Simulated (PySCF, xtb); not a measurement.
H₂S₂, SMILES SS.

Harmonic wavenumbers (cm⁻¹) from GFN2-xTB (xtb) at its own minimum, in rising order: 324, 510, 797, 818, 2345, 2353.

Q: What does PBE-D3(BJ)/def2-TZVP run with PySCF 2.14.0 give at its own minimum? (The exact figures need the calculation; the answer reports its results.)

A: 455, 504, 866, 869, 2549, 2553. Paired by order, the mean absolute difference is 110 cm⁻¹ and the zero-point energies are 10.2 and 11.1 kcal/mol.
